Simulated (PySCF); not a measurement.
A side-by-side comparison of computed properties.

First species: C₈H₈.
SMILES: `C#CC1(C#C)CCC1`

Second species: C4H6O2S.
SMILES: `CS(=O)(=O)C1=CC1`

Levels: CAM-B3LYP/def2-SVPD for dipole moment, HOMO energy, LUMO energy, HOMO–LUMO gap, static isotropic polarisability and electronic spatial extent ⟨r²⟩ about the centre of nuclear charge; TDDFT CAM-B3LYP/def2-SVPD for lowest singlet excitation; PBE0-D3(BJ)/def2-SVP for rotational constant A and rotational constant C. Geometries: PBE0-D3(BJ)/def2-SVP. Each species is one conformer at its optimised geometry, gas phase, non-relativistic unless stated; the electronic structure was computed with PySCF and density fitting.

The conformers computed, where there is a choice (atom-mapped SMILES and torsion angles):
- `[CH3:1][S:2](=[O:3])(=[O:4])[C:5]1=[CH:6][CH2:7]1`: C1–S2–C5–C6 -144°

```csv
property,column X,column Y
dipole moment,4.50 D,0.94 D
HOMO energy,-9.45 eV,-8.86 eV
LUMO energy,-0.22 eV,1.30 eV
HOMO–LUMO gap,9.23 eV,10.16 eV
lowest singlet excitation,5.84 eV,6.32 eV
static isotropic polarisability,72.8 au,88.0 au
electronic spatial extent ⟨r²⟩ about the centre of nuclear charge,843 bohr²,937 bohr²
rotational constant A,3.828 GHz,2.515 GHz
rotational constant C,1.645 GHz,1.390 GHz
```

(1) Which column belongs to which species?

(2) How does each property change from the first species to the second?

## Answers

(1) Column X is the second species and column Y the first. The first has 16 atoms and 56 electrons, the second 13 and 62.

(2) dipole moment +3.56 D; HOMO energy -0.59 eV; LUMO energy -1.52 eV; HOMO–LUMO gap -0.93 eV; lowest singlet excitation -0.48 eV; static isotropic polarisability -15.2 au; electronic spatial extent ⟨r²⟩ about the centre of nuclear charge -94 bohr²; rotational constant A +1.313 GHz; rotational constant C +0.255 GHz.

On the first: No computed singlet falls in the visible range (750 to 380 nm, 1.65 to 3.26 eV); S1 lies 3.06 eV above its blue end. The polarisability is 13.04 Å³ as a volume (1 au = 0.148185 Å³), or 1.57 au for each of the 56 electrons.

On the second: S1 lies 3.39 eV below the HOMO–LUMO gap; its leading configuration is HOMO−1→LUMO, weight 0.87. The polarisability is 10.78 Å³ as a volume (1 au = 0.148185 Å³), or 1.17 au for each of the 62 electrons.
